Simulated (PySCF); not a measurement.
# Löwdin shares of the frontier orbitals

Compound: C6H5BF2O.
Z-matrix (Å and degrees, PBE0-D3(BJ)/def2-SVP geometry), rows numbered from 1:
```
O 
C   1  1.3387
C   2  1.4020  1  116.84
C   3  1.3864  2  120.01  1  -179.95
C   4  1.4008  3  121.02  2     0.06
C   5  1.3851  4  118.95  3    -0.00
C   6  1.4101  5  121.66  4    -0.02
B   7  1.5338  2  122.33  1    -0.10
F   8  1.3421  7  121.22  2    -1.20
F   8  1.3191  7  123.04  2   178.47
H   1  0.9669  2  109.80  3  -179.23
H   3  1.0914  2  118.34  1     0.19
H   4  1.0931  3  119.16  2  -179.91
H   5  1.0914  4  120.43  3  -179.91
H   6  1.0930  5  119.93  4  -179.99
```

Computed with PySCF, TDDFT CAM-B3LYP/def2-SVPD, vertical, gas phase, core orbitals frozen in the response.

Kohn–Sham orbitals with the atoms that hold most of them (Löwdin shares over 4%, at most four atoms; ? is withheld):

| orbital | ε (eV) | atoms |
| --- | --- | --- |
| LUMO+2 | 0.82 | B8 57%, F9 8%, O1 7%, F10 7% |
| LUMO+1 | 0.75 | C2 20%, C6 17%, C5 17%, C3 14% |
| LUMO | -0.57 | ? |
| HOMO | ? | ? |
| HOMO-1 | -9.14 | C7 23%, C4 21%, C3 18%, C6 15% |
| HOMO-2 | -11.20 | C7 14%, C2 13%, C3 11%, C6 10% |
| HOMO-3 | -11.62 | O1 25%, C5 18%, C6 15%, C4 14% |

Q: Give the leading atoms of the LUMO.

A: C4 (bonded to 2 C and H) 17%; B8 (bonded to C and 2 F) 17%; C7 (bonded to B and 2 C) 14%; C6 (bonded to 2 C and H) 12%. By element: carbon 43% or more, boron 17%.

Q: Give the leading atoms of the HOMO.

A: C5 (bonded to 2 C and H) 21%; O1 (bonded to C and H) 18%; C2 (bonded to 2 C and O) 15%; C3 (bonded to 2 C and H) 13%. By element: carbon 49% or more, oxygen 18%.

Q: What is the HOMO energy, and the HOMO–LUMO gap?

A: ε(HOMO) = -8.14 eV; the gap is 7.57 eV (0.2781 hartree).

Q: The HOMO–LUMO gap is 7.57 eV. Where does the response calculation put the lowest singlet, and from which orbitals?

A: S1 is at 4.55 eV (f = 0.080), 3.02 eV below the gap, made of HOMO→LUMO (92%). Without the coupling terms of the response equations the lowest excitation would equal the gap.

Q: Give energy, strength and leading configuration of S1, S5 and S6, and follow the Löwdin shares of the leading atoms from the occupied to the empty orbital.

A: 
- S1 (4.55 eV, f 0.080), HOMO→LUMO (92%): C5 21% → at most 12%, O1 18% → at most 12%, C4 at most 14% → 17%, B8 at most 14% → 17%
- S5 (6.82 eV, f 0.246), HOMO-1→LUMO+1 (78%): C7 23% → at most 15%, C4 21% → at most 15%, C2 at most 16% → 20%, C6 15% → 17%
- S6 (6.91 eV, f 0.0036), HOMO-2→LUMO (97%): C7 14% → 14%, C2 13% → at most 12%, C4 at most 10% → 17%, B8 at most 10% → 17%

Löwdin shares depend on the basis, the more so with diffuse functions.

One conformer stands for the species.
